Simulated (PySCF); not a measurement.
# What builds the electron affinity along the 4p block

All values are computed (PySCF 2.14, energy differences of UHF-based or UKS calculations, no spin-orbit coupling). Each column adds one step, in eV (sums use unrounded values): valence MP2, valence CCSD, valence triples, then the next inner shell at CCSD(T) (Ge 3s 3p 3d, Se 3s 3p 3d, Br 3s 3p 3d). References (photodetachment measurements) marked * lie between the lowest fine-structure levels; the others compare directly ((s) semi-empirical, (t) theoretical).

```csv
element,UHF,+ MP2,+ CCSD,+ (T),+ inner shell,sum,reference
"Ge [Ar] 3d10 4s2 4p3 → [Ar] 3d10 4s2 4p2 (def2-TZVPPD, non-relativistic)",0.531,0.427,-0.031,0.035,0.017,0.978,1.233 *
"Se [Ar] 3d10 4s2 4p5 → [Ar] 3d10 4s2 4p4 (def2-TZVPPD, non-relativistic)",0.982,0.861,-0.020,0.060,0.010,1.893,2.021 *
"Br [Kr] → [Ar] 3d10 4s2 4p5 (def2-TZVPPD, non-relativistic)",2.409,0.997,-0.137,0.064,0.009,3.342,3.364 *
```

What remains against the references is mostly basis incompleteness and, for starred values, spin-orbit coupling.

These are valence bases, so the inner-shell step is incomplete.
